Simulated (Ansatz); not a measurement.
`C[Si](Cl)(Cl)[GeH3]` + `BNC` → `B[N](C)[GeH3]` + `C[SiH](Cl)Cl` at 400 K and 1 bar (cleavage of the Ge–Si bond).

Computed with Ansatz on PBE0-D4/def2-TZVP structures; ΔE is electronic, products minus reactants. CCSD(T)/CBS adds triple-zeta CCSD(T) − MP2 to the extrapolated MP2 energy (def2 sets, frozen cores). For Ge outer-core shells are correlated without core-valence functions, which leaves a few kJ/mol of doubt a bond. Scalar relativity is left out up to krypton.

| species | CCSD(T)/CBS energy (Eh) | H − E (kJ/mol) | S (J/(mol·K)) |
| --- | --- | --- | --- |
| `C[Si](Cl)(Cl)[GeH3]` | -3326.53256 | 210.0 | 446.4 |
| `BNC` | -121.18426 | 222.8 | 289.6 |
| `B[N](C)[GeH3]` | -2198.49616 | 267.2 | 368.1 |
| `C[SiH](Cl)Cl` | -1249.21450 | 157.0 | 357.9 |

H − E and S are ideal-gas, rigid-rotor, harmonic terms from PBE0-D4/def2-TZVP. 1 Eh = 2625.50 kJ/mol, R = 8.31446 J/(mol·K).

**Question.** By hand: ΔE, ΔH, ΔS and ΔG.

**Answer.** ΔE = (-2198.49616) + (-1249.21450) − (-3326.53256) − (-121.18426) = 0.00616 Eh = 16.2 kJ/mol. Δ(H − E) = 267.2 + 157.0 − 210.0 − 222.8 = -8.6, so ΔH = 7.6 kJ/mol. ΔS = 368.1 + 357.9 − 446.4 − 289.6 = -10.0 J/(mol·K). ΔG = 7.6 − 400 × (-10.0)/1000 = 11.6 kJ/mol.

**Question.** By hand: the equilibrium constant, and the temperature at which ΔG would vanish if ΔH and ΔS stayed fixed.

**Answer.** log₁₀ K = −ΔG/(RT ln 10) = -1.5. ΔH and −TΔS have one sign here, so there is no such temperature.

TΔS isn't small against ΔH here. A doubt of 5 kJ/mol in ΔE shifts log₁₀ K by 0.7 here. These are equilibria of isolated gas molecules and say nothing of rates. Largest T1 diagnostic: 0.013 (customary marks: 0.02 for closed shells, 0.045 for open ones).
